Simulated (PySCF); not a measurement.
A calculated (revPBE, PySCF 2.14, x2c-QZVPPall, the spin-free X2C one-electron Hamiltonian (Gaussian nucleus)) atom or ion has these occupied shells.

| shell | electrons | orbital energy (eV) | rms radius, mean of both spins (bohr) |
| --- | --- | --- | --- |
| 1s α | 1 | -87783.6 | 0.0181 |
| 1s β | 1 | -87783.6 | 0.0181 |
| 2s α | 1 | -15717.8 | 0.0731 |
| 2s β | 1 | -15717.7 | 0.0731 |
| 2p α | 3 | -13557.3 | 0.0673 |
| 2p β | 3 | -13557.2 | 0.0673 |
| 3s α | 1 | -3791.8 | 0.186 |
| 3s β | 1 | -3791.8 | 0.186 |
| 3p α | 3 | -3168.6 | 0.189 |
| 3p β | 3 | -3168.5 | 0.189 |
| 3d α | 5 | -2500.8 | 0.173 |
| 3d β | 5 | -2500.7 | 0.173 |
| 4s α | 1 | -876.50 | 0.408 |
| 4s β | 1 | -876.39 | 0.408 |
| 4p α | 3 | -670.86 | 0.436 |
| 4p β | 3 | -670.74 | 0.436 |
| 4d α | 5 | -424.18 | 0.463 |
| 4d β | 5 | -424.05 | 0.463 |
| 5s α | 1 | -166.53 | 0.903 |
| 5s β | 1 | -165.82 | 0.903 |
| 4f α | 7 | -155.92 | 0.497 |
| 4f β | 7 | -155.75 | 0.497 |
| 5p α | 3 | -109.03 | 1.03 |
| 5p β | 3 | -108.19 | 1.03 |
| 5d α | 5 | -42.925 | 1.36 |
| 5d β | 4 | -42.072 | 1.36 |
| 6s α | 1 | -30.212 | 2.24 |
| 6s β | 1 | -29.132 | 2.24 |
| 6p α | 1 | -19.654 | 2.80 |

Question: Name the element and its charge.

Answer: Pb²⁺ (lead, charge +2), in [Xe] 4f14 5d9 6s2 6p1, one real determinant (an excited configuration).
